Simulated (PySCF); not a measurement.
Cost of one run: excited-state job, `C[S][GeH3]`.

Method: TDDFT B3LYP/def2-SVPD, vertical, gas phase, core orbitals frozen in the response (PySCF 2.14.0, density-fitted response routines). Geometry: GFN2-xTB. Work: 8 singlets by full TDDFT, 3 Tamm–Dancoff triplets, polarisability, density fitting. The command runs a driver script over a list of jobs; the input below is this job's line of settings and its coordinates in Å.

Command:
```bash
OMP_NUM_THREADS=1 python probes_run.py task.json out
```

Input:
```
{"job": {"kind": "uv", "xc": "B3LYP", "basis": "def2-SVPD", "nstates": 8, "ntriplets": 3}, "charge": 0, "multiplicity": 1}
C      1.482301     0.363324     0.360731
S      0.396502     0.649399    -1.081660
Ge    -1.426745    -0.318206    -0.327956
H      1.599942    -0.702991     0.532463
H      2.441799     0.805306     0.114874
H      1.067379     0.846980     1.240729
H     -1.169809    -1.767573    -0.014937
H     -2.490000    -0.205488    -1.368725
H     -1.887808     0.335242     0.946540
```

Hardware: one thread, Arm Neoverse N1 (aarch64) (shared host). PySCF's memory limit was set to 1040 MB.

The basis has 133 functions.

Estimate the wall time.

About 18 s. The SCF took 11 cycles.

How much memory does it need at the peak?

About 0.53 GiB. Peak memory is the resident size of the whole Python process, interpreter and libraries included.

Other jobs ran on the host; a repeat could differ by tens of per cent or more.

The run converged: HOMO -6.59 eV, LUMO -0.33 eV; lowest singlet 5.16 eV; lowest triplet 4.80 eV (Tamm–Dancoff); mean polarisability 66.6 au.
